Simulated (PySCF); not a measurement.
Al(Cl)(Me)(NCO) (C2H3AlClNO), SMILES [N](=C=O)[Al]([CH3])[Cl].

Coordinates come from a PBE0-D3(BJ)/def2-SVP optimisation. The structure was generated by enumeration; whether it is a known compound was not checked. One conformer was computed; it need not be the lowest.

All values below come from PBE0-D3(BJ)/def2-SVP (PySCF).

Frequencies are harmonic and unscaled.

A small imaginary wavenumber (i) marks a very flat motion, where grid noise or a shallow saddle decides the sign.

```json
[
 {"mode": "1", "ν (cm⁻¹)": "22i", "IR (km/mol)": "0.0", "moving atoms (share of kinetic energy)": "H 98 %"},
 {"mode": "2", "ν (cm⁻¹)": "54", "IR (km/mol)": "0.6", "moving atoms (share of kinetic energy)": "O 37 %, Cl 23 %, N 17 %, C 12 %"},
 {"mode": "3", "ν (cm⁻¹)": "89", "IR (km/mol)": "0.5", "moving atoms (share of kinetic energy)": "N 48 %, O 25 %, Al 9 %, C 9 %"},
 {"mode": "4", "ν (cm⁻¹)": "152", "IR (km/mol)": "4.7", "moving atoms (share of kinetic energy)": "C 37 %, H 23 %, Cl 21 %, Al 8 %"},
 {"mode": "5", "ν (cm⁻¹)": "219", "IR (km/mol)": "17.0", "moving atoms (share of kinetic energy)": "N 52 %, Cl 16 %, C 13 %, Al 12 %"},
 {"mode": "6", "ν (cm⁻¹)": "220", "IR (km/mol)": "25.5", "moving atoms (share of kinetic energy)": "Al 52 %, N 23 %, H 13 %"},
 {"mode": "7", "ν (cm⁻¹)": "436", "IR (km/mol)": "20.6", "moving atoms (share of kinetic energy)": "Cl 35 %, C 32 %, O 11 %, Al 9 %"},
 {"mode": "8", "ν (cm⁻¹)": "601", "IR (km/mol)": "81.2", "moving atoms (share of kinetic energy)": "Al 45 %, H 19 %, Cl 12 %, O 12 %, C 10 %"},
 {"mode": "9", "ν (cm⁻¹)": "639", "IR (km/mol)": "29.5", "moving atoms (share of kinetic energy)": "C 71 %, O 14 %, N 14 %"},
 {"mode": "10", "ν (cm⁻¹)": "651", "IR (km/mol)": "4.9", "moving atoms (share of kinetic energy)": "C 63 %, H 13 %, O 12 %, N 11 %"},
 {"mode": "11", "ν (cm⁻¹)": "657", "IR (km/mol)": "90.7", "moving atoms (share of kinetic energy)": "H 62 %, C 26 %"},
 {"mode": "12", "ν (cm⁻¹)": "709", "IR (km/mol)": "129.8", "moving atoms (share of kinetic energy)": "Al 44 %, C 29 %, H 23 %"},
 {"mode": "13", "ν (cm⁻¹)": "732", "IR (km/mol)": "197.4", "moving atoms (share of kinetic energy)": "H 47 %, Al 28 %, C 21 %"},
 {"mode": "14", "ν (cm⁻¹)": "1217", "IR (km/mol)": "27.3", "moving atoms (share of kinetic energy)": "H 79 %, C 21 %"},
 {"mode": "15", "ν (cm⁻¹)": "1417", "IR (km/mol)": "1.5", "moving atoms (share of kinetic energy)": "H 96 %"},
 {"mode": "16", "ν (cm⁻¹)": "1422", "IR (km/mol)": "3.1", "moving atoms (share of kinetic energy)": "H 95 %"},
 {"mode": "17", "ν (cm⁻¹)": "1526", "IR (km/mol)": "45.0", "moving atoms (share of kinetic energy)": "N 57 %, O 40 %"},
 {"mode": "18", "ν (cm⁻¹)": "2458", "IR (km/mol)": "1582.5", "moving atoms (share of kinetic energy)": "C 70 %, N 17 %, O 12 %"},
 {"mode": "19", "ν (cm⁻¹)": "3054", "IR (km/mol)": "0.3", "moving atoms (share of kinetic energy)": "H 97 %"},
 {"mode": "20", "ν (cm⁻¹)": "3150", "IR (km/mol)": "0.5", "moving atoms (share of kinetic energy)": "H 91 %, C 9 %"},
 {"mode": "21", "ν (cm⁻¹)": "3175", "IR (km/mol)": "0.8", "moving atoms (share of kinetic energy)": "H 91 %, C 9 %"}
]
```
